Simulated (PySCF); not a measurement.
In(OH)(OMe)(NH2) (CH₆InNO₂), SMILES C[O][In]([NH2])[OH].

Geometry optimised at B3LYP-D3(BJ)/def2-SVP. The structure was generated by enumeration; whether it is a known compound was not checked. The def2 effective core potentials stand for the cores of In; spin–orbit coupling is left out. Other conformers were not sampled.

These are PySCF with TDA-PBE/def2-SVPD values and carry that method's errors.

Vertical excitations. Isolated molecule, no solvent.

| state | energy (eV) | λ (nm) | f | main pairs |
|---|---|---|---|---|
| S1 | 3.40 | 364 | 0.003 | HOMO→LUMO 97 % |
| S2 | 4.05 | 306 | 0.043 | HOMO−1→LUMO 86 % |
| S3 | 4.23 | 293 | 0.029 | HOMO−2→LUMO 87 % |
| S4 | 4.68 | 265 | 0.042 | HOMO−3→LUMO 93 % |
| S5 | 5.18 | 239 | 0.068 | HOMO→LUMO+1 68 %, HOMO−1→LUMO+1 11 % |
| S6 | 5.31 | 233 | 0.029 | HOMO−1→LUMO+1 62 %, HOMO−2→LUMO+1 17 %, HOMO→LUMO+1 13 % |
| S7 | 5.49 | 226 | 0.036 | HOMO−4→LUMO 51 %, HOMO−2→LUMO+1 39 % |
| S8 | 5.77 | 215 | 0.011 | HOMO→LUMO+2 95 % |
| S9 | 5.87 | 211 | 0.028 | HOMO→LUMO+3 68 % |
| S10 | 5.88 | 211 | 0.054 | HOMO→LUMO+3 32 %, HOMO−2→LUMO+1 21 %, HOMO−4→LUMO 11 %, HOMO−1→LUMO+1 11 % |
| T1 | 3.13 | 396 | 0 | HOMO→LUMO 98 % |
| T2 | 3.45 | 359 | 0 | HOMO−1→LUMO 96 % |
| T3 | 3.64 | 340 | 0 | HOMO−2→LUMO 97 % |
| T4 | 4.23 | 293 | 0 | HOMO−3→LUMO 99 % |
Triplets are in the Tamm–Dancoff approximation.
